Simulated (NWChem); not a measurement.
System: CH$_{3}$NO$_{3}$Si; SMILES O=C=N[SiH](O)O

Excerpt of the output:

```
             Northwest Computational Chemistry Package (NWChem) 7.3.0
             --------------------------------------------------------

                             Geometry "geometry" -> ""
                             -------------------------

 Output coordinates in angstroms (scale by  1.889725989 to convert to a.u.)

  No.       Tag          Charge          X              Y              Z
 ---- ---------------- ---------- -------------- -------------- --------------
    1 Si                  14.0000    -0.05598300     0.94940900     0.43550800
    2 O                    8.0000    -1.47518400     1.52602200    -0.20286900
    3 O                    8.0000     1.23097400     1.79679700    -0.20210600
    4 N                    7.0000     0.21890600    -0.72375900     0.04335800
    5 C                    6.0000     0.13260200    -1.92775600    -0.06680200
    6 O                    8.0000     0.08179100    -3.10118800    -0.19473500
    7 H                    1.0000    -0.20104200     1.08132500     1.90845400
    8 H                    1.0000    -1.47551300     1.66025500    -1.16721800
    9 H                    1.0000     2.00914500     1.25207300    -0.41213100

 Effective nuclear repulsion energy (a.u.)     279.3537223893

                                 NWChem DFT Module
                                 -----------------

 Summary of "ao basis" -> "ao basis" (spherical)
 ------------------------------------------------------------------------------
       Tag                 Description            Shells   Functions and Types
 ---------------- ------------------------------  ------  ---------------------
 Si                         def2-svp                 8       18   4s3p1d
 O                          def2-svp                 6       14   3s2p1d
 N                          def2-svp                 6       14   3s2p1d
 C                          def2-svp                 6       14   3s2p1d
 H                          def2-svp                 3        5   2s1p

 in cosmo_initialize ...
 calling solv_data for solv:ether

 solvent parameters
 solvname_short: ether
 solvname_long:  diethyl ether
 dielec:        4.2400
 dielecinf:     1.8295
 nonaqueous SMD model solvent descriptors
 dielec:        4.2400
 sola:          0.0000
 solb:          0.4100
 solc:          0.0000
 solg:         23.9600
 solh:          0.0000
 soln:          1.3526

[...]

                                COSMO-SMD solvation results
                                ---------------------------

             internal energy in gas <Psi(g)|H|Psi(g)> =      -609.163873280497
         internal energy in solvent <Psi(s)|H|Psi(s)> =      -609.163508649444
                               delta internal energy  =         0.000364631053 (    0.23 kcal/mol)
   total free energy in solvent <Psi(s)|H+V/2|Psi(s)> =      -609.170119807504
 polarization energy contribution <Psi(s)|V/2|Psi(s)> =        -0.006611158060 (   -4.15 kcal/mol)
    total free energy in solvent including G(SMD-CDS) =      -609.173139108810
                       G(SMD-CDS) energy contribution =        -0.003019301306 (   -1.89 kcal/mol)
     1 M fixed-concentration free energy of solvation =        -0.009265828313 (   -5.81 kcal/mol)

                       DFT Final Molecular Orbital Analysis
                       ------------------------------------

 Vector   25  Occ=2.000000D+00  E=-3.365402D-01
              MO Center=  6.4D-01,  1.4D+00,  3.2D-02, r^2= 2.8D+00
   Bfn.  Coefficient  Atom+Function         Bfn.  Coefficient  Atom+Function
  ----- ------------  ---------------      ----- ------------  ---------------
    38      0.471195  3 O  pz                41      0.358117  3 O  pz
    22      0.219408  2 O  px                36      0.205566  3 O  px
    25      0.157876  2 O  px                89     -0.157346  7 H  s
    90     -0.153865  7 H  s                 39      0.151444  3 O  px
    37      0.121872  3 O  py                40      0.089904  3 O  py

 Vector   26  Occ=2.000000D+00  E=-3.193530D-01
              MO Center=  1.6D-02, -1.2D+00,  2.6D-02, r^2= 3.3D+00
   Bfn.  Coefficient  Atom+Function         Bfn.  Coefficient  Atom+Function
  ----- ------------  ---------------      ----- ------------  ---------------
    52      0.376063  4 N  pz                80      0.330053  6 O  pz
    55     -0.304119  4 N  pz                83      0.246184  6 O  pz
    50      0.218045  4 N  px                78      0.190742  6 O  px
    23      0.178230  2 O  py                53     -0.174312  4 N  px
    81      0.142348  6 O  px                26      0.131244  2 O  py

 Vector   27  Occ=2.000000D+00  E=-3.167707D-01
              MO Center=  7.9D-02, -8.7D-01,  3.4D-02, r^2= 4.1D+00
   Bfn.  Coefficient  Atom+Function         Bfn.  Coefficient  Atom+Function
  ----- ------------  ---------------      ----- ------------  ---------------
    50      0.352271  4 N  px                78      0.305695  6 O  px
    53     -0.283553  4 N  px                81      0.229006  6 O  px
    52     -0.213384  4 N  pz                23      0.192970  2 O  py
    80     -0.185846  6 O  pz                55      0.168955  4 N  pz
    26      0.149146  2 O  py                37     -0.148185  3 O  py

 Vector   28  Occ=0.000000D+00  E= 2.537232D-02
              MO Center=  6.5D-02, -8.5D-01,  9.7D-02, r^2= 4.3D+00
   Bfn.  Coefficient  Atom+Function         Bfn.  Coefficient  Atom+Function
  ----- ------------  ---------------      ----- ------------  ---------------
    11      0.563672  1 Si px                64     -0.480380  5 C  px
    67     -0.439368  5 C  px                21      0.373676  2 O  s
    81      0.311221  6 O  px                78      0.290645  6 O  px
    35     -0.249239  3 O  s                 53      0.197020  4 N  px
    95     -0.173383  8 H  s                  8      0.167485  1 Si px

[...]
```

Level: PBE0/def2-SVP, SMD on the gas-phase geometry. Structure relaxed at the PBE-D3(BJ)/def2-SVP level. Solvent: diethyl ether.

Task: Write an input that gives this output.

Result: One answer among several that fit: the input that was run:
```
start job
memory heap 200 mb stack 900 mb global 1100 mb
geometry units angstroms noautosym nocenter noautoz
  Si    -0.055983     0.949409     0.435508
  O     -1.475184     1.526022    -0.202869
  O      1.230974     1.796797    -0.202106
  N      0.218906    -0.723759     0.043358
  C      0.132602    -1.927756    -0.066802
  O      0.081791    -3.101188    -0.194735
  H     -0.201042     1.081325     1.908454
  H     -1.475513     1.660255    -1.167218
  H      2.009145     1.252073    -0.412131
end
basis spherical
  Si library def2-svp
  O library def2-svp
  N library def2-svp
  C library def2-svp
  H library def2-svp
end
dft
  xc pbe0
  iterations 150
end
cosmo
  do_cosmo_smd true
  solvent ether
end
task dft energy
```
